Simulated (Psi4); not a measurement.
F4Sn, singlet, at a GFN2-xTB geometry (such geometries of metal compounds can be far from the true shape) (core potentials on Sn); CAM-B3LYP/def2-QZVPPD run with Psi4.

Psi4 was given this input:
```
memory 2 GB

molecule {
0 1
F    -0.93231485   -1.51900782   -0.70137275
Sn    0.00000000   -0.00000000    0.00000000
F    -1.17455723    1.51264923    0.02875928
F     0.59348570   -0.38142872    1.78067581
F     1.51338638    0.38778731   -1.10806233
}

set {
  basis def2-qzvppd
}

energy('cam-b3lyp')
print_variables()
```

It wrote (shortened):

```
   => Loading Basis Set <=

    Name: DEF2-QZVPPD
    Role: ORBITAL
    Keyword: BASIS

    !!!  WARNING: ECP capability is in beta. Please check occupations closely.  !!!

         ---------------------------------------------------------
                                   SCF
               by Justin Turney, Rob Parrish, Andy Simmonett
                          and Daniel G. A. Smith
                              RKS Reference
         ---------------------------------------------------------

  ==> Geometry <==

    Molecular point group: c1
    Full point group: Td

    Geometry (in Angstrom), charge = 0, multiplicity = 1:

       Center              X                  Y                   Z               Mass
    ------------   -----------------  -----------------  -----------------  -----------------
         F           -0.932314850000    -1.519007820000    -0.701372750970    18.998403162730
         SN           0.000000000000    -0.000000000000    -0.000000000970   119.902201630000
         F           -1.174557230000     1.512649230000     0.028759279030    18.998403162730
         F            0.593485700000    -0.381428720000     1.780675809030    18.998403162730
         F            1.513386380000     0.387787310000    -1.108062330970    18.998403162730

  Running in c1 symmetry.

  Rotational constants: A =      0.09070  B =      0.09070  C =      0.09070 [cm^-1]
  Rotational constants: A =   2719.19617  B =   2719.19616  C =   2719.19616 [MHz]
  Nuclear repulsion =  301.042627608206431

  Charge       = 0
  Multiplicity = 1
  Electrons    = 58
  Nalpha       = 29
  Nbeta        = 29

  ==> Algorithm <==

  SCF Algorithm Type is DF.
  DIIS enabled.
  MOM disabled.
  Fractional occupation disabled.
  Guess Type is SAD.
  Energy threshold   = 1.00e-06
  Density threshold  = 1.00e-06
  Integral threshold = 1.00e-12

  ==> Primary Basis <==

  Basis Set: DEF2-QZVPPD
    Blend: DEF2-QZVPPD
    Number of shells: 104
    Number of basis functions: 352
    Number of Cartesian functions: 439
    Spherical Harmonics?: true
    Max angular momentum: 4

  Core potential: DEF2-QZVPPD
    Number of shells: 4
    Number of ECP primitives: 18
    Number of ECP core electrons: 28
    Max angular momentum: 3

  ==> DFT Potential <==

   => LibXC <=

    Version 7.1.2
    S. Lehtola, C. Steigemann, M. J. T. Oliveira, and M. A. L. Marques,  SoftwareX 7, 1–5 (2018) (10.1016/j.softx.2017.11.002)

   => Composite Functional: CAM-B3LYP <=

    CAM-B3LYP Hyb-GGA Exchange-Correlation Functional

    T. Yanai, D. P. Tew, and N. C. Handy,  Chem. Phys. Lett. 393, 51 (2004) (10.1016/j.cplett.2004.06.011)

    Deriv               =              1
    GGA                 =           TRUE
    Meta                =          FALSE

    Exchange Hybrid     =           TRUE
    MP2 Hybrid          =          FALSE

   => Exchange Functionals <=

    0.3500         Becke 88 [omega = 0.3300]
    0.4600   Short-range recipe for B88 functional - erf [omega = 0.3300]

   => Exact (HF) Exchange <=

    0.4600            HF,LR [omega = 0.3300]
    0.1900               HF

   => Correlation Functionals <=

    0.1900   Vosko, Wilk & Nusair (VWN5)
    0.8100   Lee, Yang & Parr

   => LibXC Density Thresholds  <==

    XC_HYB_GGA_XC_CAM_B3LYP:  1.00E-14

   => Molecular Quadrature <=

    Radial Scheme          =       TREUTLER
    Pruning Scheme         =           NONE
    Nuclear Scheme         =       TREUTLER

    Blocking Scheme        =         OCTREE
    BS radius alpha        =              1
    Pruning alpha          =              1
    Radial Points          =             75
    Spherical Points       =            302
    Total Points           =         110395
    Total Blocks           =            889
    Max Points             =            255
    Max Functions          =            308
    Weights Tolerance      =       1.00E-15

   => Loading Basis Set <=

    Name: (DEF2-QZVPPD AUX)
    Role: JKFIT
    Keyword: DF_BASIS_SCF

  ==> Integral Setup <==

  SCF_SUBTYPE=INCORE selected. In-core MEM_DF algorithm will be used.
  Using in-core AOs.

  ==> MemDFJK: Density-Fitted J/K Matrices <==

    J tasked:                   Yes
    K tasked:                   Yes
    wK tasked:                  Yes
    Omega:                3.300E-01
    Algorithm:                 Core
    Schwarz Cutoff:           1E-12
    Mask sparsity (%):      11.1247
    Fitting Condition:        1E-10

   => Auxiliary Basis Set <=

  Basis Set: (DEF2-QZVPPD AUX)
    Blend: DEF2-UNIVERSAL-JKFIT
    Number of shells: 146
    Number of basis functions: 526
    Number of Cartesian functions: 681
    Spherical Harmonics?: true
    Max angular momentum: 5

  Minimum eigenvalue in the overlap matrix is 1.0924850893E-04.
  Reciprocal condition number of the overlap matrix is 1.2134618241E-05.
    Using symmetric orthogonalization.

  ==> Pre-Iterations <==

  SCF Guess: Superposition of Atomic Densities via on-the-fly atomic UHF (no occupation information).

   -------------------------
    Irrep   Nso     Nmo
   -------------------------
     A        352     352
   -------------------------
    Total     352     352
   -------------------------

  ==> Iterations <==

                           Total Energy        Delta E     RMS |[F,P]|

   @DF-RKS iter SAD:  -611.62818857998650   -6.11628e+02   0.00000e+00
   @DF-RKS iter   1:  -613.65896974174825   -2.03078e+00   2.59450e-03 ADIIS/DIIS
   @DF-RKS iter   2:  -613.53588077580343    1.23089e-01   3.33559e-03 ADIIS/DIIS
   @DF-RKS iter   3:  -613.89449784361011   -3.58617e-01   4.15082e-04 ADIIS/DIIS
   @DF-RKS iter   4:  -613.89989597708438   -5.39813e-03   5.16889e-05 DIIS
   @DF-RKS iter   5:  -613.89997128859625   -7.53115e-05   1.17992e-05 DIIS
   @DF-RKS iter   6:  -613.89997583918569   -4.55059e-06   4.79474e-06 DIIS
   @DF-RKS iter   7:  -613.89997661438952   -7.75204e-07   1.55460e-06 DIIS
   @DF-RKS iter   8:  -613.89997672235870   -1.07969e-07   1.81676e-07 DIIS
  Energy and wave function converged.

  ==> Post-Iterations <==

   Electrons on quadrature grid:
      Ntotal   =   58.0000205387 ; deviation = 2.054e-05

    Orbital Energies [Eh]
    ---------------------

    Doubly Occupied:

[...]
    Virtual:

[...]
    Final Occupation by Irrep:
              A
    DOCC [    29 ]
    NA   [    29 ]
    NB   [    29 ]

  @DF-RKS Final Energy:  -613.89997672235870

   => Energetics <=

    Nuclear Repulsion Energy =            301.0426276082064305
    One-Electron Energy =               -1533.7141336463905645
    Two-Electron Energy =                 663.1006620887819736
    DFT Exchange-Correlation Energy =     -44.3291327729564983
    Empirical Dispersion Energy =           0.0000000000000000
    VV10 Nonlocal Energy =                  0.0000000000000000
    Total Energy =                       -613.8999767223587014

Computation Completed

Properties will be evaluated at   0.000000,   0.000000,   0.000000 [a0]

Properties computed using the SCF density matrix

 Multipole Moments:

 ------------------------------------------------------------------------------------
     Multipole            Electronic (a.u.)      Nuclear  (a.u.)        Total (a.u.)
 ------------------------------------------------------------------------------------

 L = 1.  Multiply by 2.5417464519 to convert [e a0] to [Debye]
 Dipole X            :         -0.0000050            0.0000000           -0.0000050
 Dipole Y            :         -0.0000077            0.0000000           -0.0000077
 Dipole Z            :          0.0000064            0.0000001            0.0000065
 Magnitude           :                                                    0.0000113

 ------------------------------------------------------------------------------------

  Variable Map:
  ----------------------------------------------------------------------------
[...]
  Array Variable Map:
  ----------------------------------------------------------------------------
[...]
[...]
```
